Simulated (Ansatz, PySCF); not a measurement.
H7NO2Si2, SMILES N[Si@H](O)O[SiH3]. Atoms are numbered in the order given.

```xyz
12

N     -2.1342     0.7551     0.5809
Si    -0.9440    -0.0388    -0.3622
O     -0.6196    -1.5351     0.2842
O      0.5458     0.6807    -0.3845
Si     2.0954     0.2894     0.0710
H     -1.9695     0.9635     1.5600
H     -2.7134     1.4669     0.1504
H     -1.4682    -0.0743    -1.7504
H     -1.3825    -2.0430     0.5736
H      2.1698     0.0224     1.5393
H      2.5904    -0.9086    -0.6695
H      2.9669     1.4561    -0.2500
```

Coordinates come from a PBE0-D3(BJ)/def2-SVP optimisation. The structure was generated by enumeration; whether it is a known compound was not checked. Other conformers were not sampled.

Two levels are set side by side: PBE-D3(BJ)/def2-SVP (Ansatz, a program for electronic structure) and PBE0-D3(BJ)/def2-SVP (Ansatz). Each level has its own optimised geometry; the coordinates shown are those of the second. Frequencies come from the Hessian of PySCF at each geometry. Differences are taken from unrounded values.

```json
[
 {"quantity": "mean bond length (Å)", "PBE0-D3(BJ)": "1.422"},
 {"quantity": "bond N1–Si2 (Å)", "PBE0-D3(BJ)": "1.714"},
 {"quantity": "bond Si2–O3 (Å)", "PBE0-D3(BJ)": "1.662"},
 {"quantity": "bond Si2–O4 (Å)", "PBE0-D3(BJ)": "1.655"},
 {"quantity": "bond O4–Si5 (Å)", "PBE0-D3(BJ)": "1.662"},
 {"quantity": "bond N1–H6 (Å)", "PBE0-D3(BJ)": "1.014"},
 {"quantity": "bond N1–H7 (Å)", "PBE0-D3(BJ)": "1.014"},
 {"quantity": "bond Si2–H8 (Å)", "PBE0-D3(BJ)": "1.484"},
 {"quantity": "bond O3–H9 (Å)", "PBE0-D3(BJ)": "0.961"},
 {"quantity": "bond Si5–H10 (Å)", "PBE0-D3(BJ)": "1.494"},
 {"quantity": "bond Si5–H11 (Å)", "PBE0-D3(BJ)": "1.493"},
 {"quantity": "bond Si5–H12 (Å)", "PBE0-D3(BJ)": "1.491"},
 {"quantity": "highest harmonic wavenumber (cm⁻¹)", "PBE0-D3(BJ)": "3941"},
 {"quantity": "mean harmonic wavenumber (cm⁻¹)", "PBE0-D3(BJ)": "1171"},
 {"quantity": "zero-point energy (kcal/mol)", "PBE0-D3(BJ)": "50.21"}
]
```

### Question
What does PBE-D3(BJ) give, and how far is it from PBE0-D3(BJ)? (The exact figures need the calculation; the answer reports its results.)

### Answer

```
quantity                            PBE-D3(BJ)  PBE-D3(BJ) minus PBE0-D3(BJ)
----------------------------------  ----------  ----------------------------
mean bond length (Å)                     1.435                         0.013
bond N1–Si2 (Å)                          1.728                         0.015
bond Si2–O3 (Å)                          1.679                         0.017
bond Si2–O4 (Å)                          1.672                         0.018
bond O4–Si5 (Å)                          1.679                         0.017
bond N1–H6 (Å)                           1.024                         0.009
bond N1–H7 (Å)                           1.023                         0.009
bond Si2–H8 (Å)                          1.495                         0.011
bond O3–H9 (Å)                           0.973                         0.011
bond Si5–H10 (Å)                         1.506                         0.011
bond Si5–H11 (Å)                         1.504                         0.011
bond Si5–H12 (Å)                         1.502                         0.011
highest harmonic wavenumber (cm⁻¹)        3770                          -171
mean harmonic wavenumber (cm⁻¹)           1130                           -40
zero-point energy (kcal/mol)             48.48                         -1.73
```

GGA bonds tend to be longer and softer than those of functionals with exact exchange. Differences between two approximate levels are no errors against the true value.
